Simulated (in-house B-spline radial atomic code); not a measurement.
RPA and G0W0 on wB97X: neutral strontium

Configuration [Kr] 5s2, mean-field start wB97X. Computed with a B-spline radial code for spherical atoms: all electrons, non-relativistic, point nucleus, each spin shell either full or empty, empty states to l = 9 with an (l + 1/2)⁻⁴ tail; G0W0 by contour deformation at full frequency.

Without relativity these are model numbers: it shifts the levels of so heavy an element strongly and can reorder them.

Command:
```bash
python run_gw.py task.json out
```
Settings (radii: box in bohr, nucleus in fm):
```
Z                        38
electrons                38
configuration            [Kr] 5s2
hamiltonian              nr
method                   wb97x
lmax                     9
spin_polarised           False
box_radius               40
intervals                56
ion_configuration        [Kr] 5s1
```

Cost of the run: 6.9 s on 1 thread of Intel(R) Xeon(R) 6975P-C, on a shared host.

Energies (hartree):

```csv
term,value
mean-field total,-3133.41063
Hartree-Fock functional on these orbitals,-3131.52752
direct second order,-2.9818
second-order exchange,0.85455
SOSEX correction,0.79264
```

(1) What is the RPA correlation energy, and what remains with SOSEX?

Quasi-particle levels (eV):

```csv
level,occupied,mean field,Σx - vxc,Σc,QP weight,G0W0
5s,yes,-5.485,0.78,?,?,?
```

G0W0 = mean field + (Σx - vxc) + Σc, with Σc (partial-wave tail included) taken at the quasi-particle energy. Only the outer levels were computed. Levels of low weight are left out.

(2) Where does G0W0 put 5s?

(3) What does it cost to remove one electron (to [Kr] 5s1) by differences of total energies, each species on its own start (correlation terms add to the Hartree-Fock functional)?

Answers

(1) RPA gives -2.624 hartree (-1.88 eV per electron); RPA + SOSEX gives -1.8314, and the second-order doubles -2.1272 hartree (no singles). SOSEX takes back 30 % of the RPA value.

(2) At -5.718 eV, with Σc = -1.01 eV and a quasi-particle weight of 0.937. The tabulated removal energy is 5.695 eV (NIST, measured); the calculation leaves out relativity, Breit and QED terms, and what these don't explain is the method's own error.

(3) wB97X 5.767 eV, Hartree-Fock functional 4.632 eV, + RPA 5.548 eV, + RPA + SOSEX 5.333 eV, + second order 5.669 eV. Tabulated: 5.695 eV (NIST, measured); the calculation leaves out relativity, Breit and QED terms, and what these don't explain is the method's own error.
